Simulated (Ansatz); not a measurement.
Consider the ligand exchange at the Al–O bond: `[OH][Al]([Cl])[O][SiH3]` + H₂S → `[SiH3][O][Al]([SH])[Cl]` + H₂O.

Gas-phase electronic energies from Ansatz, PBE0-D4/def2-TZVP geometries. CCSD(T)/CBS is the MP2 limit (def2-TZVPP, def2-QZVPP) plus CCSD(T) − MP2 in def2-TZVPP, frozen cores. This one scheme is used for every species. DFT in def2-TZVPP. B3LYP here is the variant with VWN-RPA as its local correlation; programs differ in this. HSE06 is defined as in plane-wave codes. One conformer a species, not always the lowest.

```
             level  ΔE (kJ/mol)  difference from CCSD(T)/CBS
       LDA (SPW92)         17.5                         -0.8
            PBE-D4         12.7                         -5.6
         revPBE-D4         11.8                         -6.5
           BLYP-D4         24.0                          5.7
         r2SCAN-D4         20.3                          2.0
            B97M-V         21.3                          3.0
           PBE0-D4         12.3                         -6.0
          B3LYP-D4         23.3                          5.0
        r2SCANh-D4         19.6                          1.3
        r2SCAN0-D4         18.8                          0.5
          HSE06-D4         11.9                         -6.4
          BHLYP-D4         23.7                          5.4
      CAM-B3LYP-D4         28.4                         10.1
           ωB97M-V         22.0                          3.7
            B2PLYP         26.4                          8.1
          PBE-QIDH         16.8                         -1.5
               PBE         15.4                         -2.9
            revPBE         14.9                         -3.4
              BLYP         29.0                         10.7
            r2SCAN         21.1                          2.8
              PBE0         14.9                         -3.4
             B3LYP         27.8                          9.5
           r2SCANh         20.5                          2.2
           r2SCAN0         19.8                          1.5
             HSE06         14.5                         -3.8
             BHLYP         28.8                         10.5
         CAM-B3LYP         31.3                         13.0
           LC-ωPBE         21.6                          3.3
RPA@PBE/def2-TZVPP         25.4                          7.1
      MP2/def2-SVP         27.7                          9.4
     CCSD/def2-SVP         29.2                         10.9
  CCSD(T)/def2-SVP         27.8                          9.5
     HF/def2-TZVPP         30.0                         11.7
   CCSD/def2-TZVPP         25.1                          6.8
CCSD(T)/def2-TZVPP         22.8                          4.5
     HF/def2-QZVPP         31.1                         12.8
    MP2/def2-QZVPP         18.8                          0.5
SCS-MP2/def2-QZVPP         23.3                          5.0
     MP2/CBS(def2)         16.4                         -1.9
    CCSD/CBS(def2)         20.6                          2.3
       CCSD(T)/CBS         18.3                            0
```

Largest T1 diagnostic among the species: 0.011.

In def2-TZVPP, CCSD(T) changes the Hartree–Fock value by −7.2 kJ/mol (the triples alone add −2.3 kJ/mol) and MP2 by −9.0 kJ/mol. At CCSD(T), def2-SVP lies +9.5 kJ/mol from the extrapolated value and def2-TZVPP +4.5 kJ/mol. The D4 term adds −4.5 kJ/mol with B3LYP and −2.6 kJ/mol with PBE0; it sums over pairs of atoms, weighted by their polarisabilities, and B3LYP, whose exchange is more repulsive, gets the larger term.
